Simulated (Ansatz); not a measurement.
Species: sum formula SiH₂Br, net charge 0, doublet state. It need not be the lowest isomer of its formula. 
Coordinates optimised at B3LYP-D3(BJ)/def2-TZVP (Ansatz, a first-principles code):
SMILES: [SiH2]Br
```xyz
4

Si    -1.5150     0.0418     0.0402
Br     0.7195     0.0207    -0.0219
H     -2.0212    -0.7374    -1.1175
H     -1.9520    -0.5712     1.3197
```
Charge 0, spin multiplicity 2.

Property: atomisation energy (electronic, to ground-state atoms), in kJ/mol. Cores are frozen in the correlated levels unless marked. Open shells are spin-unrestricted. Spin-orbit coupling is left out. The frozen core is the preceding noble-gas configuration, with the filled d and f shells of earlier blocks. No relativistic terms. The coupled-cluster limit lacks core correlation, which all-electron functionals hold. Basis-set limits of correlation are two-point, X^-3; Hartree-Fock from the larger set.

| level | program | atomisation energy (kJ/mol) |
|---|---|---|
| PBE0/STO-3G | Ansatz | 1279.8 |
| PBE0-D3(BJ)/def2-TZVPD | Ansatz + dftd3 | 960.4 |
| PBE-QIDH/def2-TZVPD | Ansatz | 950.1 |
| SCS-MP2/def2-QZVPPD | Ansatz | 953.6 |
| CCSD/STO-3G | Ansatz | 1112.7 |
| CCSD/def2-TZVPPD | Ansatz | 921.4 |
| CCSD/def2-QZVPP | Ansatz | 937.9 |
| CCSD/def2-QZVPPD | Ansatz | 938.2 |
| CCSD(T)/def2-SVPD | Ansatz | 888.7 |
| CCSD(T)/CBS(def2-TZVPPD,def2-QZVPPD) | Ansatz | 962.8 |
